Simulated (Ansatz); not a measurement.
Input file for Ansatz (a first-principles code): R-wB97X-V/def2-TZVPP on C2H6FGa (SMILES [CH3][Ga]([CH3])[F]), a point of a torsion scan.

Ansatz 0.2 input:
```yaml
crystal:
  periodic: [false, false, false]
  atoms:
    - {symbol: C, position_ang: [-1.74614949, -0.60254557, -0.12289328]}
    - {symbol: Ga, position_ang: [-0.19587819, 0.44963302, 0.69254711]}
    - {symbol: C, position_ang: [0.28708610, 1.52197051, 2.36313551]}
    - {symbol: F, position_ang: [1.18743644, 0.43003134, -0.41662539]}
    - {symbol: H, position_ang: [-1.41470836, -0.97514182, -1.09363182]}
    - {symbol: H, position_ang: [-2.62322351, 0.03066039, -0.26010316]}
    - {symbol: H, position_ang: [-2.02582124, -1.44532370, 0.51023098]}
    - {symbol: H, position_ang: [-0.18918558, 1.12014897, 3.25706312]}
    - {symbol: H, position_ang: [-0.01764538, 2.56290472, 2.24350425]}
    - {symbol: H, position_ang: [1.37191807, 1.48793413, 2.47756520]}
basis:
  gaussian:
    orbitals: def2-TZVPP
hamiltonian:
  xc: {name: wB97X-V}
scf: {lower_state_search: off}
```

Question: What total energy does the run end on?

Answer: -2104.4164 hartree.

Question: How many basis functions does it have, and what does it roughly cost on one machine?

Answer: 225 functions; about 8 core-seconds (a rough figure).
